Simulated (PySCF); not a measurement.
A structure optimised at B3LYP-D3(BJ)/def2-SVP, used in a PySCF frequency run:

```xyz
15

C     -0.1500    -2.8112     0.0000
C      0.4401    -1.4015     0.0000
C     -0.6155    -0.2908     0.0000
B     -0.0830     1.1934     0.0000
N      1.2730     1.5412     0.0000
F     -0.9821     2.2017     0.0000
H     -0.7829    -2.9755     0.8881
H     -0.7829    -2.9755    -0.8881
H      0.6347    -3.5849     0.0000
H      1.0965    -1.2834     0.8818
H      1.0965    -1.2834    -0.8818
H     -1.2856    -0.4051    -0.8742
H     -1.2856    -0.4051     0.8742
H      2.0191     0.8587     0.0000
H      1.5863     2.5050     0.0000
```
Charge 0, spin multiplicity 1.

Task: Write its SMILES, formula and point group.

Result: CCCB(N)F, C3H9BFN, Cs

Task: What are its rotational constants (standard atomic weights)?

Result: 7.5890, 1.6570, 1.3953 GHz
